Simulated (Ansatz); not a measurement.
CH5F2NSi, SMILES N[SiH2]C(F)F.

Geometry optimised at ωB97X-D3(BJ)/def2-SVP. The structure was generated by enumeration, and PubChem lists no compound with its InChIKey, so it may never have been made. Other conformers were not sampled.

Two levels are set side by side: PBE/def2-SVPD (Ansatz, a quantum-chemistry and plane-wave program) and PBE0/def2-SVPD (Ansatz). Energy differences of separate SCF runs at the same geometry; the states with an electron removed or added have multiplicity 2 and 2. Differences are taken from unrounded values.

```
quantity                           PBE0   PBE  PBE minus PBE0
---------------------------------  ----  ----  --------------
vertical ionisation energy (eV)    9.90  9.46           -0.44
vertical singlet–triplet gap (eV)  5.94  5.49           -0.45
```
